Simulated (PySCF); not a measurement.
Isomers of C6H7F3Si, one GFN2-xTB conformer each. Single-point energies are computed at PBE0/pcSseg-1 (PySCF, gas phase, no added dispersion term), electronic only.

Question: Rank them by PBE0/pcSseg-1 energy, lowest first (kcal/mol).
A. `C[Si@H]1C=CC(C(F)(F)F)=C1`
B. `[CH:1]#[C:2][Si@@H:3]1[CH2:4][CH2:5][C@@H:6]1[C:7]([F:8])([F:9])[F:10]` with C2–Si3–C4–C5 -118°, Si3–C4–C5–C6 10°, C4–C5–C6–C7 107°, C2–Si3–C6–C5 122°
C. `[F:1][C:2]([F:3])([F:4])[CH2:5][C:6]1=[CH:7][CH:8]=[CH:9][SiH2:10]1` with C2–C5–C6–C7 -120°

Answer: A (0.0), C (7.6), B (31.4).

As drawn, the lowest has a C=C bond outside aromatic rings, which the highest lacks; the highest has a four-membered ring and a C≡C bond, which the lowest lacks. GFN2-xTB itself gives, in the same order: 7.3, 0.0, 24.5. GFN2-xTB puts FC(F)(F)CC1=CC=C[SiH2]1 lowest instead; measured from each level's own lowest isomer, the values differ by up to 7.6 kcal/mol (FC(F)(F)CC1=CC=C[SiH2]1: 0.0 against 7.6).

Q: Which frontier levels, dipoles and rotational constants go with these structures?

A: 
| SMILES | HOMO (eV, PBE0/pcSseg-1) | LUMO (eV) | dipole (D) | A, B, C (MHz) |
| --- | --- | --- | --- | --- |
| C[Si@H]1C=CC(C(F)(F)F)=C1 | -7.23 | -1.98 | 3.36 | 2466, 637.6, 588.3 |
| FC(F)(F)CC1=CC=C[SiH2]1 | -6.83 | -1.70 | 2.26 | 2462, 707.1, 628.4 |
| C#C[Si@@H]1CC[C@@H]1C(F)(F)F | -8.18 | -0.72 | 2.41 | 1489, 1096, 773.9 |
